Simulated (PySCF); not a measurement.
How methods differ on the interval between two levels of Rh

Rh [Kr] 4d8 5s1 [4F9/2, M_J = 9/2] → Rh [Kr] 4d7 5s2 [4F9/2, M_J = 9/2], as a difference of total energies. All numbers are calculated (PySCF 2.14, the two-component X2C-1e Hamiltonian, in x2c-TZVPall-2c with one added diffuse shell each of s, p, d type (9s10p8d1f, 86 functions)). Correlated levels: [Ar] 3d10 frozen; the 6 highest virtual spinors dropped. "Screened" scales the spin-orbit matrix elements by Boettger's factors to mimic the two-electron term; Breit and QED terms are absent.

```tsv
method	interval between two levels (cm⁻¹)
GHF (spin-free)	10685
GMP2 (spin-free)	11633
GHF (screened spin-orbit)	10384
GMP2 (screened spin-orbit)	11291
```

The labels give the starting determinants; with spin-orbit coupling the two ends relaxed to ⟨J²⟩ = 24.76, ⟨L²⟩ = 12.05, ⟨S²⟩ = 3.75 and ⟨J²⟩ = 24.77, ⟨L²⟩ = 12.15, ⟨S²⟩ = 3.72.
